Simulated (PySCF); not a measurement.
**Co (cobalt, neutral) across methods**

[Ar] 3d6 4s2 5s1, high-spin 6D determinant (an excited configuration). Calculation: PySCF 2.14, in aug-cc-pVQZ; no relativity, point nucleus.

```json
{"method": "BHandHLYP", "E (hartree)": "-1382.354", "mean ε 4s α (eV)": "-12.427", "mean ε 4s β (eV)": "-11.633", "mean ε 5s α (eV)": "-2.104", "Σ⟨r²⟩ (bohr²)": "95.72", "⟨S²⟩": "8.754"}
{"method": "r2SCAN", "E (hartree)": "-1382.322", "mean ε 4s α (eV)": "-10.958", "mean ε 4s β (eV)": "-10.122", "mean ε 5s α (eV)": "-1.761", "Σ⟨r²⟩ (bohr²)": "92.39", "⟨S²⟩": "8.759"}
{"method": "LDA", "E (hartree)": "-1379.757", "mean ε 4s α (eV)": "-11.078", "mean ε 4s β (eV)": "-10.156", "mean ε 5s α (eV)": "-1.745", "Σ⟨r²⟩ (bohr²)": "91.96", "⟨S²⟩": "8.753"}
{"method": "M06-2X", "E (hartree)": "-1382.349", "mean ε 4s α (eV)": "-11.641", "mean ε 4s β (eV)": "-11.660", "mean ε 5s α (eV)": "-2.274", "Σ⟨r²⟩ (bohr²)": "89.13", "⟨S²⟩": "8.755"}
{"method": "PBE0", "E (hartree)": "-1382.131", "mean ε 4s α (eV)": "-11.693", "mean ε 4s β (eV)": "-10.738", "mean ε 5s α (eV)": "-2.051", "Σ⟨r²⟩ (bohr²)": "94.12", "⟨S²⟩": "8.754"}
{"method": "UHF", "E (hartree)": "-1381.11461", "mean ε 4s α (eV)": "-13.592", "mean ε 4s β (eV)": "-12.414", "mean ε 5s α (eV)": "-2.559", "Σ⟨r²⟩ (bohr²)": "101.3", "⟨S²⟩": "8.757"}
{"method": "PBE", "E (hartree)": "-1382.093", "mean ε 4s α (eV)": "-10.822", "mean ε 4s β (eV)": "-9.885", "mean ε 5s α (eV)": "-1.775", "Σ⟨r²⟩ (bohr²)": "92.47", "⟨S²⟩": "8.754"}
{"method": "r2SCANh", "E (hartree)": "-1382.317", "mean ε 4s α (eV)": "-11.287", "mean ε 4s β (eV)": "-10.433", "mean ε 5s α (eV)": "-1.863", "Σ⟨r²⟩ (bohr²)": "92.57", "⟨S²⟩": "8.758"}
```

The outer electron is Rydberg-like, and this basis confines it to a smaller radius and binds it less than a complete one would.
